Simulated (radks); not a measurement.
Task: The neodymium ion Nd5+, 55 electrons, occupied as [Kr] 4d10 4f2 5s2 5p5. Calculated with a radial shooting solver on a logarithmic mesh with Libxc functionals: scalar-relativistic Kohn-Sham, BLYP, spin-polarised, spherical densities, finite nucleus; open shells are filled with parallel spins first (spin-orbit coupling, left out, can overturn this in heavy ions); Fermi nuclear charge, rms radius 4.9123 fm. Some entries of the table are withheld. Estimate them.

| orbital | occ. | eigenvalue (hartree) | <r^2> (bohr^2) | r(max) (bohr) |
|---|---|---|---|---|
| 1s up | 1 | -1597.509 | 0.0007599 | 0.01510 |
| 1s down | 1 | -1597.506 | 0.0007599 | 0.01510 |
| 2s up | 1 | -260.4981 | 0.01203 | 0.08550 |
| 2s down | 1 | -260.4962 | 0.01203 | 0.08550 |
| 2p up | 3 | -233.1594 | 0.009624 | 0.06892 |
| 2p down | 3 | -233.1566 | 0.009624 | 0.06892 |
| 3s up | 1 | -58.53798 | 0.08109 | 0.2438 |
| 3s down | 1 | -58.51034 | 0.08104 | 0.2438 |
| 3p up | 3 | -49.91567 | 0.08113 | 0.2388 |
| 3p down | 3 | -49.88785 | 0.08107 | 0.2387 |
| 3d up | 5 | -37.93891 | 0.06886 | 0.1961 |
| 3d down | 5 | -37.91676 | 0.06878 | 0.1961 |
| 4s up | 1 | -13.65137 | 0.4124 | 0.5640 |
| 4s down | 1 | -13.57911 | 0.4123 | 0.5640 |
| 4p up | 3 | -10.81112 | 0.4639 | 0.5882 |
| 4p down | 3 | -10.73904 | 0.4637 | 0.5881 |
| 4d up | 5 | -6.76745 | 0.5618 | 0.6148 |
| 4d down | 5 | -6.69506 | 0.5615 | 0.6147 |
| 5s up | 1 | -3.60147 | 2.111 | 1.272 |
| 5s down | 1 | -3.53340 | 2.130 | 1.274 |
| 5p up | 3 | -2.82298 | 2.653 | (1) |
| 5p down | 2 | -2.76172 | 2.692 | (2) |
| 4f up | 2 | -2.42386 | 0.9565 | 0.6335 |
| 4f down | 0 | -2.35063 | 0.9653 | 0.6335 |
| 5d up | 0 | -1.79411 | 4.243 | 1.728 |
| 5d down | 0 | -1.75029 | 4.376 | 1.747 |
| 6s up | 0 | -1.48183 | 8.784 | 2.725 |
| 6s down | 0 | -1.46503 | 8.943 | 2.751 |

Result: 
(1) 5p up r(max) (bohr): 1.406
(2) 5p down r(max) (bohr): 1.411
